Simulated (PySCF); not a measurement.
Which level of theory gave which numbers?

C3H5NSSi.
InChI=1S/C3H5NSSi/c4-1-3-2-6-5-3/h1-2,4H,6H2/b4-1-

The closed-shell ground state was solved 7 times with PySCF (density fitting, gas phase), always in the pcSseg-2 basis (300 functions), with these functionals: B3LYP, BHandHLYP, CAM-B3LYP, HF, OPBE, mPW1PW91 and wB97X-D. Geometry: PBE0-D3(BJ)/def2-SVP, one conformer, isolated molecule.

| row | total energy (Eh) | HOMO (eV) | LUMO (eV) | dipole (D) |
| --- | --- | --- | --- | --- |
| P | -859.6909 | -5.88 | -2.92 | 3.02 |
| Q | -859.7564 | -8.18 | -0.91 | 3.43 |
| R | -859.7608 | -8.73 | -0.29 | 3.38 |
| S | -859.8182 | -6.96 | -2.07 | 3.28 |
| T | -857.4786 | -9.24 | 1.71 | 3.66 |
| U | -859.8744 | -6.72 | -2.23 | 3.30 |
| V | -859.7162 | -7.85 | -0.95 | 3.48 |

Task: Which functional belongs to which row?

Result: P = OPBE, Q = CAM-B3LYP, R = wB97X-D, S = mPW1PW91, T = HF, U = B3LYP, V = BHandHLYP. By rising HOMO–LUMO gap: OPBE (GGA) 2.96 eV; B3LYP (global hybrid, 20 % exact exchange) 4.49 eV; mPW1PW91 (global hybrid, 25 % exact exchange) 4.89 eV; BHandHLYP (global hybrid, 50 % exact exchange) 6.90 eV; CAM-B3LYP (range-separated hybrid) 7.27 eV; wB97X-D (range-separated hybrid) 8.44 eV; HF (all exact exchange) 10.95 eV. Total energies of different functionals aren't bounds to one another; each is stationary for its own functional.

Conformer computed: `[H]/[N:1]=[CH:2]\[C:3]1=[CH:4][SiH2:5][S:6]1`: N1–C2–C3–C4 -179°.

The pairwise dispersion term of wB97X-D wasn't added to the energies; at a given geometry it leaves orbitals and properties as they are.
